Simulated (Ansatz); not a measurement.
Reactions of `[F][Ge]([F])([SiH3])[SiH3]`.

Isolated molecules relaxed with PBE0-D4/def2-TZVP in Ansatz; ΔE leaves out vibrations. CCSD(T)/CBS adds triple-zeta CCSD(T) − MP2 to the extrapolated MP2 energy (def2 sets, frozen cores). This one scheme is used for every species, atoms too. For atomizations the MP2-based limit and the directly extrapolated one differ by several kJ/mol either way, and by 10 to 25 for some Ge, Se and Sn compounds, so smaller differences from it don't rank the levels. DFT in def2-TZVPP. Open shells (•) are unrestricted, without spin–orbit coupling. Spin–orbit coupling would lower the free atoms: a little for F, Si; clearly for Ge. For Ge outer-core shells are correlated without core-valence functions, so the limit isn't a true one: a few kJ/mol of doubt a bond, and 10 to 20 or more in all where bonds break to atoms. Scalar relativity is left out up to krypton. Each species was taken in one conformer, which may not be the lowest.

```json
{"reaction": "`[F][Ge]([F])([SiH3])[SiH3]` → `[F][Ge][F]` + `[SiH3][SiH3]`", "MP2/CBS(def2) (kcal/mol)": "15.4", "ωB97M-V (kcal/mol)": "11.9"}
{"reaction": "`[F][Ge]([F])([SiH3])[SiH3]` → 2 F• + Ge• + 6 H• + 2 Si•", "MP2/CBS(def2) (kcal/mol)": "815.6", "ωB97M-V (kcal/mol)": "804.4"}
{"reaction": "`[F][Ge]([F])([SiH3])[SiH3]` + H–F → `[F][Ge]([F])([F])[SiH3]` + SiH₄", "MP2/CBS(def2) (kcal/mol)": "-14.7", "ωB97M-V (kcal/mol)": "-16.4"}
{"reaction": "`[F][Ge]([F])([SiH3])[SiH3]` + HCl → `[F][Ge]([F])([SiH3])[Cl]` + SiH₄", "MP2/CBS(def2) (kcal/mol)": "-17.9", "ωB97M-V (kcal/mol)": "-17.5"}
{"reaction": "`[F][Ge]([F])([SiH3])[SiH3]` + H₂O → `[OH][Ge]([F])([F])[SiH3]` + SiH₄", "MP2/CBS(def2) (kcal/mol)": "-10.2", "ωB97M-V (kcal/mol)": "-10.5"}
{"reaction": "`[F][Ge]([F])([SiH3])[SiH3]` + CH₄ → `[CH3][Ge]([F])([F])[SiH3]` + SiH₄", "MP2/CBS(def2) (kcal/mol)": "2.3", "ωB97M-V (kcal/mol)": "3.2"}
```

Give the CCSD(T)/CBS values in the same order. (Best estimate.)

Computed: 14.0, 811.0, -14.2, -16.3, -9.2, 3.1 kcal/mol.

Largest T1 diagnostic: 0.015, for `[F][Ge][F]`.
